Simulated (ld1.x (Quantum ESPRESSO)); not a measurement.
# Before and after: TM potential for zirconium (Zr)

zirconium, norm-conserving Troullier–Martins (Kleinman–Bylander form), made with ld1.x (Quantum ESPRESSO) 7.5 (LDA (PZ), fully relativistic). Core [Kr], reference 4d2 5s1.5 5p0 (charge +0.5). Waves: 5s (bound): rc 3.00 bohr; 5p (bound, empty): rc 4.20 bohr; 4d (bound): rc 2.85 bohr. Local part: all-electron potential smoothed inside 3.30 bohr (lloc = -1). Core correction: Bessel-smoothed model core inside 1.35 bohr.

Open shells are filled in proportion to 2j + 1 (rel_dist='average').

All-electron outer shells of the reference configuration (LDA (PZ), scalar-relativistic, ld1.x):

```csv
shell,level (eV),outermost node (bohr),outermost maximum (bohr)
4p,-35.72,0.56,1.17
5s,-7.32,1.46,3.04
4d,-6.83,0.58,1.61
5p,-3.90,1.69,3.85
```

Change: wave 5s (bound): rc 3.00 bohr becomes 5s (bound): rc 3.52 bohr.

Cutoffs: the cutoffs (Ry, on a coarse ladder) from which the occupation-weighted sum of valence levels, in a spherical-Bessel basis at the reference potential, stays within 10 and 1 mRy of its value at 400 Ry; they do not see the model core or the augmentation charge, which bear on the density cutoff. Errors are all-electron minus pseudo energies relative to the spin-unpolarised reference configuration.

**Question.** How do hardness, ghosts and transferability respond?

**Answer.** The potential gets neither clearly harder nor softer (21 Ry and 25 Ry → 21 Ry and 25 Ry); of the 7 tests that both files solve, the error grows in 3 and shrinks in 1 by more than 15 % and 0.3 meV (median size 4.6 → 8.5 meV); neither file shows a bound ghost.

| quantity | base | changed |
| --- | --- | --- |
| cutoff, loose | 21 Ry | 21 Ry |
| cutoff, tight | 25 Ry | 25 Ry |
| bound ghosts | none | none |
| error for 4d2 5s2 5p0, meV [ΔE -2.97 eV] | -0.1 | 0.0 |
| error for 4d2 5s1 5p0, meV [ΔE 4.38 eV] | -0.5 | -0.5 |
| error for 4d2 5s0 5p0, meV [ΔE 17.62 eV] | -22 | -27 |
| error for 4d1 5s0 5p0, meV [ΔE 40.44 eV] | -237 | -272 |
| error for 4d2 5s1 5p1, meV [ΔE 0.14 eV] | -1.8 | -2.4 |
| error for 4d3 5s0 5p0, meV [ΔE 4.84 eV] | -93 | -78 |
| error for 4d2 5s0 5p1, meV [ΔE 8.19 eV] | -4.6 | -8.5 |
| s: phases at 4.56 bohr within 0.05 rad from the reference energy up to (Ry; the scan ends near 5) | 0.2 | 0.1 |
| p1/2: phases at 4.56 bohr within 0.05 rad from the reference energy up to (Ry; the scan ends near 5) | 0.6 | 0.6 |
| p3/2: phases at 4.56 bohr within 0.05 rad from the reference energy up to (Ry; the scan ends near 5) | 0.5 | 0.5 |
| d3/2: phases at 4.56 bohr within 0.05 rad from the reference energy up to (Ry; the scan ends near 5) | 0.2 | 0.2 |
| d5/2: phases at 4.56 bohr within 0.05 rad from the reference energy up to (Ry; the scan ends near 5) | 0.2 | 0.2 |
